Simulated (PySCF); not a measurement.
Ti(H)3(SH) (H4STi), SMILES [SH][TiH3], multiplicity 1. Geometry optimised at PBE-D3(BJ)/def2-TZVP. The spin state was assumed, not searched.

Method: PySCF 2.14.0 with PBE-D3(BJ)/def2-TZVP.

Harmonic wavenumbers (cm⁻¹): 144, 240, 345, 387, 537, 560, 603, 628, 1658, 1676, 1697, 2473. Rotational constants (GHz): 50.72, 4.706, 4.624; symmetry number 1.

Problem. Work out the zero-point energy and the ideal-gas rigid-rotor harmonic-oscillator thermochemistry at 298.15 K and 1 atm.

Solution. ZPE = ½ Σ hcν = ½ × 10946 cm⁻¹ = 65.47 kJ/mol. H − E(el) = 82.05 kJ/mol. Entropy in J/(mol K): translation 164.00, rotation 97.03, vibration 36.50, total 297.53. G − E(el) = -6.66 kJ/mol. Cp = 80.03 J/(mol K). Modes under 150 cm⁻¹ make the vibrational entropy uncertain.
